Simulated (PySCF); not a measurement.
Isomers of C5H8F2O2.

All values: PBE0/pcSseg-1 (PySCF) at GFN2-xTB geometries, gas phase, one conformer each.

Task: Rank by the highest IAO charge on any atom, lowest value first.
A. `[CH3:1][CH2:2][O:3][CH2:4][O:5]/[C:6]([F:7])=[CH:8]/[F:9]` with C1–C2–O3–C4 172°, C2–O3–C4–O5 68°, O3–C4–O5–C6 172°, C4–O5–C6–F7 10°
B. `[CH3:1][CH2:2][O:3][C@@H:4]([F:5])[C@@H:6]1[O:7][C@H:8]1[F:9]` with C1–C2–O3–C4 178°, C2–O3–C4–F5 69°, O3–C4–C6–O7 74°
C. `[OH:1][CH2:2][C@@H:3]1[C@@H:4]([F:5])[O:6][C@@H:7]1[CH2:8][F:9]` with H–O1–C2–C3 -61°, O1–C2–C3–C4 -69°, O6–C7–C8–F9 -175°
D. `[CH3:1][CH2:2][C@@H:3]1[O:4][C@@H:5]1[O:6][CH:7]([F:8])[F:9]` with C1–C2–C3–O4 157°, O4–C5–O6–C7 62°, C5–O6–C7–F8 -164°

Result: B (+0.344 e), C (+0.364 e), A (+0.414 e), D (+0.608 e).

Task: Rank by the highest Hirshfeld charge on any atom, lowest value first.
A. `[CH3:1][CH2:2][O:3][CH2:4][O:5]/[C:6]([F:7])=[CH:8]/[F:9]` with C1–C2–O3–C4 172°, C2–O3–C4–O5 68°, O3–C4–O5–C6 172°, C4–O5–C6–F7 10°
B. `[OH:1][CH2:2][C@@H:3]1[C@@H:4]([F:5])[O:6][C@@H:7]1[CH2:8][F:9]` with H–O1–C2–C3 -61°, O1–C2–C3–C4 -69°, O6–C7–C8–F9 -175°
C. `[CH3:1][CH2:2][C@@H:3]1[O:4][C@@H:5]1[O:6][CH:7]([F:8])[F:9]` with C1–C2–C3–O4 157°, O4–C5–O6–C7 62°, C5–O6–C7–F8 -164°

Result: A (+0.130 e), B (+0.168 e), C (+0.203 e).

Task: Rank by LUMO energy, highest first.
A. `[CH3:1][CH2:2][O:3][CH2:4][O:5]/[C:6]([F:7])=[CH:8]/[F:9]` with C1–C2–O3–C4 172°, C2–O3–C4–O5 68°, O3–C4–O5–C6 172°, C4–O5–C6–F7 10°
B. `[OH:1][CH2:2][C@@H:3]1[C@@H:4]([F:5])[O:6][C@@H:7]1[CH2:8][F:9]` with H–O1–C2–C3 -61°, O1–C2–C3–C4 -69°, O6–C7–C8–F9 -175°
C. `[CH3:1][CH2:2][C@@H:3]1[O:4][C@@H:5]1[O:6][CH:7]([F:8])[F:9]` with C1–C2–C3–O4 157°, O4–C5–O6–C7 62°, C5–O6–C7–F8 -164°

Result: C (1.40 eV), A (1.06 eV), B (0.94 eV).

All values together:

```
                      SMILES  μ (D)  HOMO (eV)  LUMO (eV)  lowest IAO charge (e)  highest IAO charge (e)  lowest Hirshfeld charge (e)  highest Hirshfeld charge (e)
              CCOCO/C(F)=C/F   2.78      -6.53       1.06             -0.423 (C)              +0.414 (C)                   -0.129 (O)                    +0.130 (C)
 CCO[C@@H](F)[C@@H]1O[C@H]1F   2.96      -8.52       1.35             -0.423 (C)              +0.344 (C)                   -0.151 (O)                    +0.123 (C)
     CC[C@@H]1O[C@@H]1OC(F)F   2.69      -8.55       1.40             -0.419 (C)              +0.608 (C)                   -0.155 (O)                    +0.203 (C)
OC[C@@H]1[C@@H](F)O[C@@H]1CF   1.50      -8.19       0.94             -0.543 (O)              +0.364 (C)                   -0.225 (O)                    +0.168 (H)
```

Conformers: `[CH3:1][CH2:2][O:3][CH2:4][O:5]/[C:6]([F:7])=[CH:8]/[F:9]` with C1–C2–O3–C4 172°, C2–O3–C4–O5 68°, O3–C4–O5–C6 172°, C4–O5–C6–F7 10°; `[CH3:1][CH2:2][O:3][C@@H:4]([F:5])[C@@H:6]1[O:7][C@H:8]1[F:9]` with C1–C2–O3–C4 178°, C2–O3–C4–F5 69°, O3–C4–C6–O7 74°; `[CH3:1][CH2:2][C@@H:3]1[O:4][C@@H:5]1[O:6][CH:7]([F:8])[F:9]` with C1–C2–C3–O4 157°, O4–C5–O6–C7 62°, C5–O6–C7–F8 -164°; `[OH:1][CH2:2][C@@H:3]1[C@@H:4]([F:5])[O:6][C@@H:7]1[CH2:8][F:9]` with H–O1–C2–C3 -61°, O1–C2–C3–C4 -69°, O6–C7–C8–F9 -175°.
